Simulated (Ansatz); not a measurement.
Reaction (ligand exchange at the Si–S bond): `C=C[SiH2]S[SiH](F)F` + `S[SiH](Cl)Cl` → `C=C[SiH2]S[SiH](Cl)Cl` + `F[SiH](F)S`

Gas-phase electronic energies from Ansatz, PBE0-D4/def2-TZVP geometries. CCSD(T)/CBS is the MP2 limit (def2-TZVPP, def2-QZVPP) plus CCSD(T) − MP2 in def2-TZVPP, frozen cores. DFT in def2-TZVPP. B3LYP here is the variant with VWN-RPA as its local correlation; programs differ in this. One conformer a species, not always the lowest.

```tsv
level	ΔE (eV)
B3LYP-D4	-0.02
ωB97X-V	-0.01
B2PLYP	0.01
PBE	0.02
SCS-MP2/def2-TZVPP	-0.03
CCSD/def2-TZVPP	-0.01
HF/def2-QZVPP	0.05
MP2/def2-QZVPP	-0.05
```

**Question.** What does CCSD(T)/CBS give? (Best estimate.)

**Answer.** The calculation gave: -0.02 eV. The listed levels differ from it by 0.00, 0.01, 0.03, 0.04, -0.01, 0.01, 0.07, -0.03 eV.

Largest T1 diagnostic among the species: 0.012.

In def2-TZVPP, CCSD(T) changes the Hartree–Fock value by −0.07 eV (the triples alone add −0.01 eV) and MP2 by −0.10 eV. The D4 term adds −0.06 eV with B3LYP and −0.04 eV with PBE0; it sums over pairs of atoms, weighted by their polarisabilities, and B3LYP, whose exchange is more repulsive, gets the larger term.
